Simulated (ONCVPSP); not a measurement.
# Configuration tests for nickel (Ni) (ONCV)

```json
{
  "Element": "Ni (Z = 28)",
  "Generator": "ONCVPSP 4.0.1",
  "Type": "optimised norm-conserving Vanderbilt (ONCV)",
  "Functional": "PBEsol",
  "Relativity": "fully relativistic",
  "Frozen core": "[Ar]",
  "Valence charge": "10",
  "Reference configuration": "3d8 4s1.5 4p0.5",
  "Partial waves": "4s: rc 2.00 bohr, ncon 4, nbas 8, qcut 3.8 1/bohr, 1 projector; 4p: rc 3.05 bohr, ncon 4, nbas 8, qcut 2.3 1/bohr, 1 projector; 3d: rc 1.45 bohr, ncon 3, nbas 8, qcut 12 1/bohr, 2 projectors, debl 3.8 Ha",
  "Local potential": "polynomial inside 1.05 bohr (lpopt 4, dvloc0 6 Ha)",
  "Core correction": "none"
}
```

Open shells are filled in proportion to 2j + 1.

Energies are relative to the spin-unpolarised reference configuration 3d8 4s1.5 4p0.5; without spin polarisation the order of configurations can differ from experiment.

```
valence configuration  charge  ΔE all-electron (eV)  error AE − PS (meV)
          3d8 4s0 4p0      +2                24.324                 +6.8
      3d8.5 4s1.5 4p0       0                -3.463                 -9.9
```

What are ΔE and the potential's error for 3d8 4s2 4p0?

ΔE = -2.275 eV all-electron; the error (AE − PS) is +0.9 meV.

What are ΔE and the potential's error for 3d8 4s1 4p0?

ΔE = 7.062 eV all-electron; the error (AE − PS) is -2.3 meV.

Levels in the configuration 3d8 4s0 4p0:

| level | all-electron (eV) | pseudo (eV) |
| --- | --- | --- |
| 3d j=5/2 | -28.240 | -28.105 |
| 3d j=3/2 | -28.486 | -28.350 |
